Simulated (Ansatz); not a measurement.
Basis-set series for H7NSi2Zn (`[SiH3][N]([SiH3])[ZnH]`). Charge 0, multiplicity 1. The geometry is a stationary point of PBE0-D4/def2-TZVP.

| functional | basis | functions | energy (Eh) | HOMO (eV) | LUMO (eV) |
| --- | --- | --- | --- | --- | --- |
| PBE0-D4 | def2-SVP | 116 | -2416.33075 | -7.27 | -0.31 |
| PBE0-D4 | def2-TZVPP | 277 | -2416.86328 | -7.44 | -0.60 |
| ωB97M-V | def2-SVP | 116 | -2416.70894 | -9.48 | 1.38 |
| ωB97M-V | def2-TZVPP | 277 | -2417.24571 | -9.70 | 0.86 |

Question: Give the rows for def2-QZVPP. (Estimate.)

Answer: Computed: 
```tsv
functional	basis	functions	energy (Eh)	HOMO (eV)	LUMO (eV)
PBE0-D4	def2-QZVPP	507	-2416.93109	-7.45	-0.66
ωB97M-V	def2-QZVPP	507	-2417.31036	-9.71	0.57
```

Positive LUMOs are unbound and depend on the basis. Scalar relativity is left out up to krypton.
